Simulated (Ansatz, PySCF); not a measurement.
Species: SnBr4, net charge -1, doublet state. 
Geometry from a B3LYP-D3(BJ)/def2-TZVP (Ansatz, a quantum-chemistry and plane-wave program) optimisation:
```
Sn
Br 1 2.6708
Br 1 2.6708 2 109.47
Br 1 2.6708 2 109.47 3 -120.00
Br 1 2.6708 2 109.47 3 120.00
```
Charge -1, spin multiplicity 2.

Total electronic energies in hartree. Valence correlation only, unless marked. Open shells are spin-unrestricted. No spin-orbit coupling. Frozen are the shells of the preceding noble gas and the d and f shells that filled before the atom's block. Past Kr the def2 sets carry scalar-relativistic core potentials. CBS marks a two-point X^-3 extrapolation of the correlation energy; Hartree-Fock from the larger set. The bracket is a focal-point correction in the basis named.

| level | program | energy (Eh) |
|---|---|---|
| SVWN5/def2-TZVPD | Ansatz | -10496.73530 |
| BLYP-D3(BJ)/def2-TZVPD | Ansatz + dftd3 | -10511.30372 |
| revPBE-D4/def2-TZVPD | Ansatz + dftd4 | -10510.40699 |
| r2SCAN-D4/def2-TZVPD | Ansatz + dftd4 | -10511.25585 |
| B97M-V/def2-TZVPD | Ansatz | -10509.37529 |
| B3LYP-D4/def2-TZVPD | Ansatz + dftd4 | -10511.43128 |
| PBE0/def2-SVP | Ansatz | -10508.77717 |
| PBE0-D3(BJ)/def2-TZVP | Ansatz + dftd3 | -10510.04800 |
| PBE0-D4/def2-TZVP | Ansatz + dftd4 | -10510.04842 |
| PBE0-D4/def2-TZVPD | Ansatz + dftd4 | -10510.05178 |
| TPSSh-D4/def2-TZVPD | PySCF + dftd4 | -10510.82009 |
| r2SCANh-D4/def2-TZVPD | Ansatz + dftd4 | -10511.24044 |
| r2SCAN0-D4/def2-TZVPD | Ansatz + dftd4 | -10511.21921 |
| r2SCAN0/def2-TZVPD | Ansatz | -10511.21615 |
| CAM-B3LYP-D4/def2-TZVPD | Ansatz + dftd4 | -10511.71875 |
| LC-wPBE-D3(BJ)/def2-TZVPD | Ansatz + dftd3 | -10509.82927 |
| RI-MP2/def2-TZVPP | Ansatz | -10504.03349 |
| RI-MP2/def2-TZVPPD | Ansatz | -10504.04138 |
| RI-MP2/def2-QZVPPD | Ansatz | -10504.31952 |
| SCS-MP2/def2-SVP | Ansatz | -10502.54652 |
| CCSD/def2-SVP | Ansatz | -10502.61178 |
| CCSD(T)/def2-TZVPP | Ansatz | -10504.12445 |
| RI-MP2/CBS(def2-TZVPPD,def2-QZVPPD)+[CCSD(T)-MP2]/def2-SVPD | Ansatz | -10504.4424 |

Totals of different functionals don't rank their quality; only differences between species are comparable.
